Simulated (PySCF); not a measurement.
Computed IR spectrum (relative IR intensity) of a molecule C2H6GeO2. Coordinates come from a PBE-D3(BJ)/def2-SVP optimisation. The values are those of a single conformer. Computed with PBE-D3(BJ)/def2-SVP in PySCF 2.14.0. Frequencies are harmonic and unscaled.

Lines under 2 % of the strongest are left out, and lines within 2 cm⁻¹ are merged.

ν (cm⁻¹): 137 (w), 325 (w), 553 (vw), 598 (m), 621 (w), 713 (m), 805 (vs), 834 (m), 849 (m), 930 (w), 971 (w), 1009 (vw), 1262 (vs), 1333 (vs), 1387 (w), 1395 (w), 1744 (vs), 2107 (m), 2124 (s), 2133 (s) (against the strongest line: vs over 80 %, s over 45 %, m over 15 %, w over 4 %, vw less)

Q: Which molecule gave these data?
A) C=C[O][GeH2][OH]
B) CC1[O][GeH2][O]1
C) CO[C](=O)[GeH3]
D) CC(=O)[O][GeH3]

A: D, CC(=O)[O][GeH3]
